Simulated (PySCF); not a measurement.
C₂H₃BN₂O, SMILES OB1C=NC=N1.

The structure is a stationary point at PBE0-D3(BJ)/def2-SVP. This is a generated structure with no PubChem entry under its InChIKey; it may be hypothetical. Other conformers were not sampled.

Two levels are set side by side: TDDFT-PBE/def2-SVPD (PySCF) and TDDFT-B3LYP/def2-SVPD (PySCF). Vertical, same geometry. The lowest singlet is HOMO→LUMO 99 % with PBE and HOMO→LUMO 100 % with the other functional; states are paired by order. Differences are taken from unrounded values.

| quantity | TDDFT-B3LYP |
|---|---|
| lowest singlet excitation (eV) | 2.75 |
| lowest triplet excitation (TDA) (eV) | 2.34 |
| first bright state (f over 0.05) (eV) | 6.75 |
| its oscillator strength | 0.12 |

Task: What does TDDFT-PBE give, and how far is it from TDDFT-B3LYP? (The exact figures need the calculation; the answer reports its results.)

Result: 
```json
[
 {"quantity": "lowest singlet excitation (eV)", "TDDFT-PBE": "2.21", "TDDFT-PBE minus TDDFT-B3LYP": "-0.54"},
 {"quantity": "lowest triplet excitation (TDA) (eV)", "TDDFT-PBE": "1.85", "TDDFT-PBE minus TDDFT-B3LYP": "-0.49"},
 {"quantity": "first bright state (f over 0.05) (eV)", "TDDFT-PBE": "6.08", "TDDFT-PBE minus TDDFT-B3LYP": "-0.68"},
 {"quantity": "its oscillator strength", "TDDFT-PBE": "0.07", "TDDFT-PBE minus TDDFT-B3LYP": "-0.04"}
]
```

A lower first singlet is the usual sign of a functional without exact exchange. Differences between two approximate levels are no errors against the true value.

Rough cost on one machine, each run with all the roots and properties that it gave: TDDFT-B3LYP against TDDFT-PBE about 4 times.
